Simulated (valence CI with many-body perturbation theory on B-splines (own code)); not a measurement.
The numbers below are computed, except where a source is named.
Pb76+: input, log and results

Level of theory: relativistic CI+MBPT: four valence electrons over a frozen Dirac-Fock core [He], a basis of 11 s, 11 p, 9 d, 7 f, 5 g, 2 h, 1 i functions for each j, with the one-electron correlation potential Σ1 (screened to all orders), the two-electron term Σ2, the three-electron term Σ3, Breit, model QED; selected single and double excitations, second order for the rest (own B-spline code, finite nucleus).

Command, and the settings that its task file holds:

```sh
python run_cv.py task.json out
```

```
atom Pb  Z=82  mass_number=208  rms_radius_fm=5.5012
core [He]
valence 2s2 2p2
avg = 1
basis = L
breit = 1
cap = 40000
capref = 1200
cscale = 1
de = 0.0
dress = 1
eps = 2e-08
h = 0.27
hh = 1
l2 = 3
lcore = 6
maxit = 60
n2 = 5
natural = 1
nlev = 60
nno = [7, 7, 6, 5, 4, 2, 1]
nroot = 26
nsp = [4, 4, 3, 2, 1, 0, 0]
pt2 = 1
qed = 1
rpa = 1
s1 = 1
s2 = 1
s3 = 1
screen = 1
tol = 2e-05
```

It took 2.7 min on 1 thread of Intel(R) Xeon(R) 6975P-C (Granite Rapids), with other jobs on the host.

Log. The first blocks belong to the next ion, which gives the ionisation energy. Fields: 2J, parity (1 odd), roots, reference size, generating configurations, candidates as configurations/state functions, variational space P, stored matrix elements, Davidson steps; e2 is the range of second-order energies in hartree. The first line gives the box (bohr), its intervals, the orbitals and the steps of their self-consistent field. Window is the range of levels sought, series limit the energy at which the first omitted orbital would enter, core excitation an estimate of the first excitation out of the core, left out the lowest levels not solved, and shifts from estimates the range by which levels moved from their first estimate, all in cm⁻¹.

```
rmax 1.1 intervals 53 orbitals 81 references ['2s2 2p2', '2s 2p3', '2p4'] scf 2 t 0.4
2J=1 par=1 roots 2 ref 40 generators 2 cand 2895/4152 P 1797/2730 nnz 1.5e+06 it 5
2J=1 par=1 roots 2 ref 40 generators 2 cand 1130/1462 P 2052/3132 nnz 2.1e+06 it 4
   second order: generators 2 cand 875/1060 e2 -0.00000 -0.00000
reference levels 672, estimated 467, window 132087927 1/cm; series limit 161012638, core excitation 596255645
2J=0 par=0 roots 12 ref 38 generators 11 cand 20087/33398 P 5338/8000 nnz 3.6e+06 it 5
2J=0 par=0 roots 12 ref 38 generators 16 cand 17198/28891 P 13138/21689 nnz 2.2e+07 it 6
   second order: generators 20 cand 12938/21274 e2 -0.00003 -0.00000
2J=2 par=0 roots 21 ref 82 generators 14 cand 28305/100803 P 2675/8000 nnz 4.9e+06 it 4
2J=2 par=0 roots 21 ref 82 generators 20 cand 26896/97233 P 11455/40000 nnz 7.4e+07 it 8
   second order: generators 25 cand 24591/86467 e2 -0.00070 -0.00017
2J=4 par=0 roots 23 ref 91 generators 15 cand 31727/147642 P 2456/7998 nnz 5.4e+06 it 4
2J=4 par=0 roots 23 ref 91 generators 23 cand 35828/179604 P 9650/39997 nnz 7.9e+07 it 8
   second order: generators 25 cand 28634/147605 e2 -0.00171 -0.00053
2J=4 par=1 roots 19 ref 99 generators 14 cand 29048/135248 P 2353/8000 nnz 5.7e+06 it 5
2J=4 par=1 roots 19 ref 99 generators 18 cand 26748/127347 P 9475/39994 nnz 8.3e+07 it 7
   second order: generators 22 cand 19626/95353 e2 -0.00113 -0.00028
2J=2 par=1 roots 20 ref 88 generators 15 cand 26453/95981 P 2844/7999 nnz 5.1e+06 it 5
2J=2 par=1 roots 20 ref 88 generators 20 cand 25674/93066 P 11810/39998 nnz 7.8e+07 it 7
   second order: generators 25 cand 20960/74263 e2 -0.00054 -0.00008
2J=6 par=1 roots 9 ref 76 generators 8 cand 25643/133811 P 2481/7996 nnz 5.6e+06 it 5
2J=6 par=1 roots 9 ref 76 generators 11 cand 23206/125891 P 9089/39997 nnz 9.1e+07 it 7
   second order: generators 16 cand 21953/121743 e2 -0.00048 -0.00020
2J=0 par=1 roots 8 ref 34 generators 7 cand 16290/25878 P 5139/7999 nnz 3.8e+06 it 5
2J=0 par=1 roots 8 ref 34 generators 12 cand 13676/21484 P 10564/17230 nnz 1.6e+07 it 5
   second order: generators 15 cand 12121/19412 e2 -0.00002 -0.00000
2J=6 par=0 roots 12 ref 61 generators 7 cand 25533/133721 P 2170/8000 nnz 5.7e+06 it 4
2J=6 par=0 roots 12 ref 61 generators 13 cand 31418/171757 P 8215/39998 nnz 9.6e+07 it 8
   second order: generators 14 cand 25373/139759 e2 -0.00062 -0.00033
2J=8 par=1 roots 3 ref 44 generators 3 cand 15035/81721 P 2164/7999 nnz 6.7e+06 it 5
2J=8 par=1 roots 3 ref 44 generators 4 cand 14260/78648 P 6639/31126 nnz 7.9e+07 it 7
   second order: generators 7 cand 12711/75929 e2 -0.00007 -0.00004
2J=8 par=0 roots 5 ref 28 generators 3 cand 17094/101359 P 2112/7996 nnz 6.1e+06 it 5
2J=8 par=0 roots 5 ref 28 generators 6 cand 17873/117489 P 7432/39994 nnz 1.2e+08 it 5
   second order: generators 7 cand 15316/103464 e2 -0.00009 -0.00003
2J=10 par=0 roots 2 ref 8 generators 2 cand 9220/49247 P 1985/7998 nnz 9.9e+06 it 4
2J=10 par=0 roots 2 ref 8 generators 2 cand 7243/41257 P 4130/20394 nnz 5.4e+07 it 5
   second order: generators 3 cand 8762/57477 e2 -0.00005 -0.00003
left out: unestimated 165638844, estimated 140590643, shifts from estimates -419 to 522
operators 0.1
```

The Davidson iterations converged.

No measured spectrum was set against this ion. As an estimate, large intervals hold to a few tenths of a per cent, small ones and those within an open d or f shell to about a per cent. Among the levels kept, up to 340 cm⁻¹ of a level comes from second order outside the variational space, and about a tenth of that is noise between levels of different J, which matters for small intervals.

```
Valence energy                            : -3560.881 hartree
Ionisation energy                         : 23464 eV (NIST: 23460 ± 110 eV (theoretical))
Reference configurations for the orbitals : 2s2 2p2, 2s 2p3, 2p4
Radial orbitals                           : 81
Box radius                                : 1.095 bohr
Largest variational space                 : 40000
Lowest levels                             : (2s^2 2p1/2^2) J=0 0.00, (2s^2 2p1/2 2p3/2) J=1 18432, (2s^2 2p1/2 2p3/2) J=2 18577, (2s 2p1/2^2 2p3/2) J=2 21335, (2s 2p1/2^2 2p3/2) J=1 22151, (2s^2 2p3/2^2) J=2 37272, (2s^2 2p3/2^2) J=0 37863, (2s 2p1/2 2p3/2^2) J=2 [a] 39509, (2s 2p1/2 2p3/2^2) J=3 39882, (2s 2p1/2 2p3/2^2) J=0 40502, (2s 2p1/2 2p3/2^2) J=1 [a] 40711, (2s 2p1/2 2p3/2^2) J=2 [b] 40773, (2s 2p1/2 2p3/2^2) J=1 [b] 40818, (2p1/2^2 2p3/2^2) J=2 43841 × 10³ cm⁻¹
```

Levels are named by their leading jj configuration (3d3/2^4 stands for four electrons in 3d with j = 3/2), which in mixed levels can hold well under half, so a name can repeat and another be missing. Letters in brackets count levels of one name in rising energy.
